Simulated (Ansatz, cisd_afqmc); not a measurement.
Species: Te, charge -1, doublet.

Total energies in def2-SVPD, 7 correlated electrons, 9 frozen orbitals. Open shells are spin-unrestricted; no spin-orbit coupling. Cores are frozen in correlated methods (noble-gas shells, and filled d and f shells in the p block). Past Kr the def2 sets carry scalar-relativistic core potentials. The Monte Carlo rows (phaseless AFQMC, CISD trial, step 0.005/hartree) carry one-sigma bars that omit the constraint's bias. Outlying blocks are dropped, and bars are widened where a walk drifts. Over all cases where full CI ran beside it in this data, AFQMC minus full CI had a median of +0.1 mEh and passed +0.4 mEh in a tenth of the cases. Spin-orbit terms, left out, reach several kcal/mol for Br and I, and more for heavier atoms.

| method | program | energy (Eh) | minus CCSDTQ (mEh) |
|---|---|---|---|
| HF | Ansatz | -267.03752 | 102.32 |
| MP2 | Ansatz | -267.12272 | 17.12 |
| CCSD | Ansatz | -267.13661 | 3.23 |
| CCSD(T) | Ansatz | -267.13912 | 0.71 |
| CCSDT(Q) | Ansatz | -267.13983 | 0.01 |
| CCSDTQ | Ansatz | -267.13984 | 0.00 |
| AFQMC/CISD | cisd_afqmc | -267.1396 ± 0.0001 | 0.2 ± 0.1 |

Ansatz is a program for electronic structure.
